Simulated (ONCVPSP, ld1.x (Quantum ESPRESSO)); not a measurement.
**Pseudopotentials across the periodic table**

Generated with ld1.x 7.5 (TM, RRKJ, ultrasoft, PAW), atompaw 4.2 or ONCVPSP 4.0.1. The cutoff is in Ry: for ld1.x and atompaw files where the sum of valence levels is converged to 10 mRy in a Bessel basis, for ONCV files where the hardest occupied wave has 1 mHa per electron of residual kinetic energy. The error is the largest all-electron minus pseudo excitation energy over each file’s own four to seven test configurations (ionisations up to +4, promotions, holes and added fractions of an electron), all of which were solved. The labels leave out finer settings (local radius, basis sizes, second energies), which also bear on the numbers. Spin-polarised tests are not counted. The rows are a selection from randomly drawn settings: files with unsolved tests, undetermined cutoffs or missed reference levels are left out.

A true bound ghost makes a file unfit for plane-wave use even where its test errors are small: the radial tests pick states by their node count and pass the ghost by.

```tsv
element	potential	cutoff (Ry)	largest error (meV)	bound ghosts
Li	TM, Wu–Cohen, scalar-relativistic, rc 3.50/4.20 (sp), local s, core correction yes, reference 2s0 2p1	6	-14	none
Ar	ONCV, PBE, scalar-relativistic, rc 1.15/1.25/1.15 (spd), local d, core correction yes, reference 3s2 3p5.5, qcut 6.1/6.2/9.6, projectors 1/3/0	38	+246	p
Cr	RRKJ, LDA (PZ), fully relativistic, rc 2.10/3.20/1.05 (spd), local s, core correction no, reference 3d5 4s0 4p0	140	-1234	none
Ge	ONCV, PBE, scalar-relativistic, rc 1.70/1.15/0.95 (spd), local smoothed, core correction yes, reference 3p6 3d10 4s2 4p2, qcut 3.3/12.7/14.7, projectors 2/2/2	196	+43	none
Cd	TM, PBE, fully relativistic, rc 1.86/3.22/1.66 (spd), local s, core correction yes, reference 4d10 5s2 5p0	70	-228	none
I	PAW, PBE, scalar-relativistic, rc 1.80/2.10/1.25 (spd), local smoothed, core correction yes, reference 4d10 5s2 5p5	100	-142	s, p
Pb	ONCV, BLYP, fully relativistic, rc 1.70/1.95/1.50 (spd), local smoothed, core correction yes, reference 5d10 6s2 6p1.5, qcut 3.3/4.3/11.3, projectors 2/3/1	118	-130	s, p3/2, p1/2
```

Q: Fill in the row for Pt: ONCV, PBEsol, scalar-relativistic, rc 1.60/1.05/2.10/1.00 (spdf), local f, core correction yes, reference 4f14 5s2 5p6 5d9 6s1, qcut 7.9/9.3/8.4/20.5, projectors 2/1/2/0.

A: cutoff 326 Ry, largest error -246 meV, bound ghosts: s, p.
